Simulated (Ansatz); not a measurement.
## AlF3 (SMILES [F][Al]([F])[F]): the vertical ionisation energy from total energies

AlF3: 4 atoms, total charge 0, spin state singlet. As SMILES, `[F][Al]([F])[F]`. Geometry: a GFN2-xTB relaxation, a rough one for these elements and not checked as a minimum.

Both states at this one shape; open shells run unrestricted unless said. 1 Eh = 27.2114 eV.

```
                               level  program  singlet AlF3 (Eh)  doublet [AlF3]+ (Eh)
                          PBE/STO-3G   Ansatz        -534.352252           -534.088356
CCSDT/STO-3G, 8 core orbitals frozen   Ansatz        -533.338368           -533.053017
```

Question: Work out the vertical ionisation energy at each level.

Answer: 
1. PBE/STO-3G: -534.088356 − (-534.352252) = 0.263896 Eh = 7.18 eV.
2. CCSDT/STO-3G: -533.053017 − (-533.338368) = 0.285351 Eh = 7.76 eV.

No measured value is set beside it here; the levels span 7.18 to 7.76 eV. Minimal sets are far from the basis-set limit.
